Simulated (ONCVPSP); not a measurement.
## Before and after: ONCV potential for fluorine

* Element: F (Z = 9)
* Generator: ONCVPSP 4.0.1
* Type: optimised norm-conserving Vanderbilt (ONCV)
* Functional: PBE
* Relativity: non-relativistic
* Frozen core: [He]
* Valence charge: 7
* Reference configuration: 2s1 2p6
* Partial waves: 2s: rc 0.80 bohr, ncon 4, nbas 8, qcut 10.5 1/bohr, 2 projectors, debl 1.1 Ha; 2p: rc 1.30 bohr, ncon 5, nbas 9, qcut 13.4 1/bohr, 3 projectors, debl 2.5 Ha; d scattering state at 0.24 Ha: rc 1.10 bohr, ncon 4, nbas 9, qcut 7.6 1/bohr, 1 projector
* Local potential: polynomial inside 0.60 bohr (lpopt 5, dvloc0 6 Ha)
* Core correction: none

In the s channel the program set the typed energies aside and used -1.113, 0.250 Ha.

All-electron outer shells of the reference configuration (PBE, non-relativistic, ld1.x):

| shell | level (eV) | outermost node (bohr) | outermost maximum (bohr) |
| --- | --- | --- | --- |
| 1s | -663.25 | – | 0.11 |
| 2s | -30.29 | 0.24 | 0.76 |
| 2p | -11.54 | – | 0.71 |

Change: s: qcut 13.5.

Cutoffs: the cutoffs (Ha) at which the residual kinetic energy of the hardest occupied pseudo-wave falls to 1 and 0.1 mHa per electron; they do not see the model core or the augmentation charge, which bear on the density cutoff. Errors are all-electron minus pseudo energies relative to the spin-unpolarised reference configuration.

Question: What does the change do?

Answer: The potential gets neither clearly harder nor softer (52 Ha and 123 Ha → 60 Ha and 74 Ha); the errors of the 4 common tests hardly move; neither file shows a bound ghost.

```tsv
quantity	base	changed
cutoff, loose	52 Ha	60 Ha
cutoff, tight	123 Ha	74 Ha
loose cutoff by channel	s 48 Ha, p 52 Ha	s 60 Ha, p 52 Ha
bound ghosts	none	none
GHOST(+) flags under 300 eV	none	none
error for 2s2 2p5, meV [ΔE -18.72 eV]	+13	+12
error for 2s2 2p4, meV [ΔE 0.68 eV]	+57	+53
error for 2s2 2p3, meV [ΔE 39.07 eV]	+197	+186
error for 2s2 2p1, meV [ΔE 185.51 eV]	+1385	+1336
s: phases at 0.81 bohr within 0.05 rad from the reference energy up to (Ha; the scan ends near 5)	to the end of the scan	to the end of the scan
p: phases at 1.32 bohr within 0.05 rad from the reference energy up to (Ha; the scan ends near 5)	to the end of the scan	to the end of the scan
d: phases at 1.12 bohr within 0.05 rad from the reference energy up to (Ha; the scan ends near 5)	to the end of the scan	to the end of the scan
```
